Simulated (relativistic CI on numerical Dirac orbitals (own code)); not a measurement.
# Sensitivity of the levels of Tb¹¹⁺ to α and to the nuclear radius

Computed by Dirac-Coulomb-Breit CI, separate exchange-only KLI orbitals for each configuration, derivatives by finite differences, unscaled Slater integrals, QED left out (own radial code, finite nucleus).

Configurations in the expansion (outside the closed core [Kr] 4d10 5s2): 4f6, 4f5 6s, 4f4 6s2. The list is cut by size and lacks configurations that can hold low levels.

With x = (α/α₀)² − 1 an excitation energy changes as ω = ω₀ + qx; K = 2q/ω₀ is the relative enhancement. Terms are leading LS components, so labels can repeat. The field-shift factor is F = δν/δ⟨r²⟩ for the transition from the lowest level.

Lowest level 4f6 7F_0.

```tsv
Level	ω₀ (cm⁻¹)	q (cm⁻¹)	F (GHz/fm²)
4f6 7F_1	559.1	873.7	0.038
4f6 7F_2	1536.9	2176	0.0967
4f6 7F_3	2791.4	3590	0.163
4f6 7F_4	4216.8	4956	0.231
4f6 7F_5	5738.5	6191	0.296
4f6 7F_6	7301.4	7240	0.355
4f6 5D_0	25886.8	-4850	0.231
4f6 5D_1	28390.4	-1429	0.384
4f6 5D_2	32022.8	2179	0.561
4f6 5L_6	36218.5	110	0.553
4f6 5D_3	36325.1	5610	0.742
4f6 5L_7	37682.6	2185	0.646
4f6 5L_8	38956.6	3686	0.717
```

At this charge energies of transitions that change n are usually good to better than 1 %, and those within a shell (Δn = 0) to a few per cent. Terms inside the open d or f shell come out 10 to 20 % too wide with unscaled integrals. Levels and lines within the n = 5 or 6 shells can be off by up to 10 % or somewhat more, and those that change n by about 2 %, since core polarisation is missing.

(1) Which transition from the lowest level has the largest |K|?

## Answers

(1) 4f6 7F_1 at 559.1 cm⁻¹, K = 3.13.
